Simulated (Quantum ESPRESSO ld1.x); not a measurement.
The run below uses ld1.x (Quantum ESPRESSO 7.5).

```
 &input
    zed=32.0,
    iswitch=1,
    rel=1,
    dft='PBE',
    config='[Ar] 3d10 4s2 4p2 5s0 4d0',
    verbosity='high',
    prefix='ld1',
    max_out_wfc=37,
    file_charge='ld1.rho',
 /
```

Command: `OMP_NUM_THREADS=1 ld1.x < ld1.in > ld1.out`

Output (excerpt):

```
     Program LD1 v.7.5 starts

     --------------------------- All-electron run ----------------------------

     scalar relativistic calculation

     atomic number is 32.00
     dft =PBE   lsd =0 sic =0 latt =0  beta=0.20 tr2=1.0E-14
     Exchange-correlation= PBE
                           (   1   4   3   4   0   0   0)
     mesh =2009 r(mesh) =  99.31177 a.u. xmin = -8.00 dx = 0.00800
     1 Ry =  13.60569312 eV, c = 137.03599908

     n l     nl                  e(Ry)          e(Ha)          e(eV)
     1 0     1S 1( 2.00)    -805.631498827    -402.815749414 -10961.1749433
     2 0     2S 1( 2.00)    -100.824988865     -50.412494432  -1371.7938576
     2 1     2P 1( 6.00)     -88.103629649     -44.051814824  -1198.7109480
     3 0     3S 1( 2.00)     -12.383853097      -6.191926549   -168.4909049
     3 1     3P 1( 6.00)      -8.497947441      -4.248973720   -115.6204651
     3 2     3D 1(10.00)      -2.154309065      -1.077154532    -29.3108680
     4 0     4S 1( 2.00)      -0.862237169      -0.431118585    -11.7313343
     4 1     4P 1( 2.00)      -0.286304049      -0.143152024     -3.8953650
     5 0     5S 1( 0.00)      -0.034145275      -0.017072638     -0.4645701
     4 2     4D 1( 0.00)       0.000608345       0.000304172      0.0082770

     final scf error:  1.4E-16 reached in  35 iterations

     Etot =   -4197.668013 Ry,   -2098.834006 Ha,  -57112.182815 eV

     Ekin =    4273.697153 Ry,    2136.848576 Ha,   58146.611963 eV
     Encl =  -10116.692596 Ry,   -5058.346298 Ha, -137644.614879 eV
     Eh   =    1804.322783 Ry,     902.161392 Ha,   24549.062081 eV
     Exc  =    -158.995353 Ry,     -79.497676 Ha,   -2163.241980 eV
```

Run on one thread of a shared host, so times are rough (Intel(R) Xeon(R) Processor @ 2.60GHz): 0.79 s of CPU time, 1.6 s wall, 35 iterations on 2009 mesh points.
